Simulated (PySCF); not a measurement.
Atoms are numbered as in `[F:1][CH:2]([F:3])[C@@:4]12[CH2:5][CH2:6][CH2:7][C@@H:8]1[C@@H:9]([F:10])[CH2:11][CH2:12]2` (H(Xn): hydrogen on atom n). Ha(C11), Ha(C12) are cis to C7 on the ring; Ha(C5), Ha(C6), Ha(C7) are cis to C9 on the ring; Hb(C11), Hb(C12) are trans to C7 on the ring; Hb(C5), Hb(C6), Hb(C7) are trans to C9 on the ring.

Non-relativistic Hamiltonian, single conformer, gas phase. Coordinates at the PBE0-D3(BJ)/def2-SVP level; shielding tensors at B3LYP/pcSseg-1 (GIAO); PySCF.

References, each an isolated molecule treated in the same way: TMS for $^{13}$C (σref 179.24), $^{1}$H (σref 31.38); $^{19}$F (σref 171.94) against CFCl3.

| atoms | nucleus | count | δ (ppm) |
| --- | --- | --- | --- |
| Ha(C6) | $^{1}$H | 1 | 1.37 |
| F1 | $^{19}$F | 1 | ? |
| Hb(C5) | $^{1}$H | 1 | 2.05 |
| C9 | $^{13}$C | 1 | 104.8 |
| C4 | $^{13}$C | 1 | ? |
| H(C9) | $^{1}$H | 1 | ? |
| C11 | $^{13}$C | 1 | ? |
| Hb(C6) | $^{1}$H | 1 | 1.63 |
| H(C2) | $^{1}$H | 1 | ? |
| Ha(C5) | $^{1}$H | 1 | 1.57 |
| Hb(C12) | $^{1}$H | 1 | ? |
| F3 | $^{19}$F | 1 | -142.1 |
| Ha(C12) | $^{1}$H | 1 | 1.40 |
| Ha(C11) | $^{1}$H | 1 | 1.32 |
| F10 | $^{19}$F | 1 | -186.9 |
| H(C8) | $^{1}$H | 1 | 2.35 |
| C5 | $^{13}$C | 1 | 35.6 |
| C7 | $^{13}$C | 1 | 31.4 |
| C2 | $^{13}$C | 1 | 125.3 |
| C8 | $^{13}$C | 1 | 54.7 |
| Hb(C7) | $^{1}$H | 1 | 1.82 |
| C6 | $^{13}$C | 1 | 28.5 |
| Ha(C7) | $^{1}$H | 1 | ? |
| Hb(C11) | $^{1}$H | 1 | ? |
| C12 | $^{13}$C | 1 | 36.9 |

Problem. Fill in the missing shifts.

Solution. 
- C4: 61.0 ppm, quaternary sp3 carbon in a ring
- C11: 36.8 ppm, sp3 CH2 in a ring; a saturated carbon with 2 carbon neighbours and no heteroatom attached
- H(C2): 5.85 ppm, hydrogen on an sp3 CH bonded to 2 F; its carbon carries F, which withdraws density
- H(C9): 4.62 ppm, hydrogen on an sp3 CH bonded to F; its carbon carries F, hence the downfield position
- Hb(C12): 2.07 ppm, hydrogen on an sp3 CH2 in a ring
- Hb(C11): 1.94 ppm, hydrogen on an sp3 CH2 in a ring
- Ha(C7): 1.03 ppm, hydrogen on an sp3 CH2 in a ring; far from electronegative atoms and π systems
- F1: -141.1 ppm, fluorine of a CF2 group

Shifts are as computed. Against solution values, carbons near 30 ppm lie about +2 ppm off and those near 130 ppm about +6 ppm. Of 1211 compounds with measured shifts, 218 miss one by over three times the rms of a fit or turn the order of signals round; such compounds aren't used in these exercises. Unscaled 19F shifts against computed CFCl3 carry errors that often reach 10 to 50 ppm.
